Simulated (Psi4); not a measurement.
O2 (SMILES O=O), triplet, at a GFN2-xTB geometry. Base run: MP2/6-31G run with Psi4.

The Psi4 input:
```
memory 2 GB

molecule {
0 3
O    -0.00000000   -0.00000000   -0.60491107
O     0.00000000    0.00000000    0.60491107
}

set {
  basis 6-31g
  reference uhf
}

energy('mp2')
print_variables()
```

The base run was repeated with changes; each row names its change, and settings that it needs were set with it.

```csv
change,ΔE vs base (mEh),MP2 correlation (Eh),basis functions
base,0.000,-0.24023,18
puream = off,0.001,-0.24023,18
freeze_core = on,1.921,-0.23831,18
method = omp2,-8.541,-0.24023,18
method = ccsd,4.460,-0.24022,18
method = ccsd(t),-1.340,-0.24022,18
scf_type = pk; mp2_type = conv,-0.233,-0.24022,18
puream = on,-0.022,-0.24023,18
cc_type = df,0.000,-0.24023,18
method = mp2.5,8.205,-0.24023,18
```

Open shells are given as the SCF converged; they aren't shown to be the lowest states, and a large step between rows can be another state.
